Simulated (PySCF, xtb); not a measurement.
hydrogen bromide (BrH), SMILES Br.

xtb 6.7.1 with GFN2-xTB at its own geometry gives an orbital gap of 7.07 eV and a dipole moment of 2.56 D.

The structure is a stationary point at PBE-D3(BJ)/def2-TZVPD.

**Question.** What does PBE/def2-TZVPD (PySCF) give? (An estimate is asked for; the answer gives what the named calculation found.)

**Answer.** gap 6.04 eV (levels -7.47 and -1.42 eV), dipole 0.83 D.
